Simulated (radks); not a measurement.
Values are calculated unless marked as measured or tabulated.
Sm3+, 59 electrons, occupied as [Kr] 4d10 4f5 5s2 5p5 6s1 (not the ground configuration). Code: a radial shooting solver on a logarithmic mesh with Libxc functionals. Model: Dirac Kohn-Sham, PBE, spin-unpolarised, spherical densities, point nucleus; open shells fill j = l - 1/2 first.

Unscreened Slater integrals over Kohn-Sham orbitals (cm^-1). Large and small components are both included. Empty in this configuration: 4f7/2.

\begin{tabular}{lr}
integral & value \\ \hline
F0(6s1/2,6s1/2) & 63304 \\
F0(6s1/2,4f5/2) & 81865 \\
G3(6s1/2,4f5/2) & 3952.0 \\
F0(6s1/2,5p3/2) & 76622 \\
G1(6s1/2,5p3/2) & 7408.8 \\
F0(6s1/2,5p1/2) & 77193 \\
G1(6s1/2,5p1/2) & 6584.0 \\
F0(6s1/2,4f7/2) & 81795 \\
G3(6s1/2,4f7/2) & 4004.0 \\
F0(4f5/2,4f5/2) & 229590 \\
F2(4f5/2,4f5/2) & 108330 \\
F4(4f5/2,4f5/2) & 67791 \\
F0(4f5/2,5p3/2) & 148840 \\
F2(4f5/2,5p3/2) & 52731 \\
G2(4f5/2,5p3/2) & 27594 \\
G4(4f5/2,5p3/2) & 21449 \\
F0(4f5/2,5p1/2) & 154840 \\
G2(4f5/2,5p1/2) & 31379 \\
F0(4f5/2,4f7/2) & 228430 \\
F2(4f5/2,4f7/2) & 107750 \\
F4(4f5/2,4f7/2) & 67420 \\
G2(4f5/2,4f7/2) & 107540 \\
G4(4f5/2,4f7/2) & 67296 \\
G6(4f5/2,4f7/2) & 48361 \\
F0(5p3/2,5p3/2) & 124880 \\
F2(5p3/2,5p3/2) & 67745 \\
F0(5p3/2,5p1/2) & 127870 \\
G2(5p3/2,5p1/2) & 68762 \\
F0(5p3/2,4f7/2) & 148540 \\
F2(5p3/2,4f7/2) & 53029 \\
G2(5p3/2,4f7/2) & 28076 \\
G4(5p3/2,4f7/2) & 21767 \\
F0(5p1/2,5p1/2) & 131170 \\
F0(5p1/2,4f7/2) & 154500 \\
G4(5p1/2,4f7/2) & 24419 \\
F0(4f7/2,4f7/2) & 227290 \\
F2(4f7/2,4f7/2) & 107190 \\
F4(4f7/2,4f7/2) & 67060 \\
F6(4f7/2,4f7/2) & 48187 \\
\end{tabular}
